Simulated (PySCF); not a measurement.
## Spin-rotation constants: `C#C[C@@H](C)C(=O)NC(=C)F`, C₇H₈FNO

Geometry:
| atom | x (Å) | y (Å) | z (Å) |
| --- | --- | --- | --- |
| C1 | -2.168 | 1.100 | 1.808 |
| C2 | -1.807 | 0.312 | 0.981 |
| C3 | -1.342 | -0.606 | -0.039 |
| C4 | -1.776 | -0.137 | -1.437 |
| C5 | 0.183 | -0.749 | -0.035 |
| O6 | 0.741 | -1.783 | -0.308 |
| N7 | 0.825 | 0.422 | 0.250 |
| C8 | 2.195 | 0.626 | 0.309 |
| C9 | 3.181 | -0.206 | 0.028 |
| F10 | 2.447 | 1.894 | 0.717 |
| H11 | -2.507 | 1.767 | 2.544 |
| H12 | -1.760 | -1.601 | 0.151 |
| H13 | -1.425 | -0.844 | -2.185 |
| H14 | -1.363 | 0.845 | -1.659 |
| H15 | -2.860 | -0.077 | -1.489 |
| H16 | 0.256 | 1.216 | 0.518 |
| H17 | 2.971 | -1.207 | -0.293 |
| H18 | 4.200 | 0.113 | 0.128 |

Level of theory: GIAO B3LYP/pcSseg-1 magnetisability, rotational g tensor and spin-rotation constants, non-relativistic, gas phase (PySCF 2.14.0). Geometry: GFN2-xTB.

Give the nuclear spin-rotation constants along the inertial axes (H = +C I·J) beside the isotropic shieldings.

Rotational constants 1.9817, 0.9094, 0.7139 GHz. A star marks the isotopologue with that one atom substituted, in its own axes.
```tsv
atom	isotope	Caa (kHz)	Cbb (kHz)	Ccc (kHz)	mean (kHz)	σ (ppm)
N7	14N	0.189	0.105	0.052	0.115	110.5
F10	19F	2.853	0.826	0.832	1.504	267.1
H11	1H	-0.217	0.006	-0.081	-0.097	29.9
H12	1H	-0.105	-0.059	-0.041	-0.068	28.6
H13	1H	-0.209	0.012	-0.076	-0.091	30.2
H14	1H	-0.169	-0.070	-0.030	-0.090	30.5
H15	1H	0.053	-0.106	-0.078	-0.043	30.2
H16	1H	-0.132	0.040	-0.076	-0.056	24.3
H17	1H	-0.156	0.045	-0.070	-0.060	26.4
H18	1H	0.157	-0.097	-0.086	-0.009	27.4
C1	13C*	0.620	0.081	0.229	0.310	102.5
C2	13C*	0.748	0.015	0.267	0.344	93.6
C3	13C*	0.311	0.167	0.145	0.208	142.2
C4	13C*	0.341	0.149	0.101	0.197	156.9
C5	13C*	1.004	0.344	0.184	0.511	10.4
O6	17O*	-1.007	-0.587	-0.077	-0.557	-116.2
C8	13C*	0.880	0.349	0.197	0.475	18.3
C9	13C*	0.614	0.250	0.101	0.322	103.0
```
For the geometry as given, no vibrational averaging.
